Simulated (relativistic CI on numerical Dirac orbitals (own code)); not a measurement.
# Mn20+: q coefficients and field-shift factors

Computed by Dirac-Coulomb-Breit CI, separate exchange-only KLI orbitals for each configuration, derivatives by finite differences, unscaled Slater integrals, QED left out (own radial code, finite nucleus).

CI space (outside the closed core 1s2): 2s²2p, 2s2p², 2p³, 2p²3s, 2p²3p, 2p²3d, 2s²3s, 2s²3p. Levels of other configurations are missing.

With x = (α/α₀)² − 1 an excitation energy changes as ω = ω₀ + qx; K = 2q/ω₀ is the relative enhancement. Terms are leading LS components, so labels can repeat. The field-shift factor is F = δν/δ⟨r²⟩ for the transition from the lowest level.

Lowest level 2s²2p ²P°1/2.

| Level | ω₀ (cm⁻¹) | q (cm⁻¹) | F (GHz/fm²) |
| --- | --- | --- | --- |
| 2s²2p ²P°3/2 | 99045 | 101200 | -0.716 |
| 2s2p² ⁴P1/2 | 375933 | 68230 | -76.7 |
| 2s2p² ⁴P3/2 | 420740 | 124300 | -76.8 |
| 2s2p² ⁴P5/2 | 466715 | 162500 | -76.9 |
| 2s2p² ²D3/2 | 693651 | 137800 | -78.2 |
| 2s2p² ²D5/2 | 709699 | 171300 | -78.1 |
| 2s2p² ²P1/2 | 814675 | 92660 | -79.5 |
| 2s2p² ²S1/2 | 918674 | 198500 | -79.4 |
| 2s2p² ²P3/2 | 934073 | 195800 | -80.9 |
| 2p³ ⁴S°3/2 | 1181649 | 207200 | -159 |
| 2p³ ²D°3/2 | 1326292 | 201900 | -159 |
| 2p³ ²D°5/2 | 1350307 | 238200 | -159 |
| 2p³ ²P°1/2 | 1490308 | 237300 | -156 |

At this charge energies of transitions that change n are usually good to better than 1 %, and those within a shell (Δn = 0) to a few per cent.

(1) Which transition from the lowest level has the largest |K|?

## Answers

(1) 2s²2p ²P°3/2 at 99045 cm⁻¹, K = 2.04.
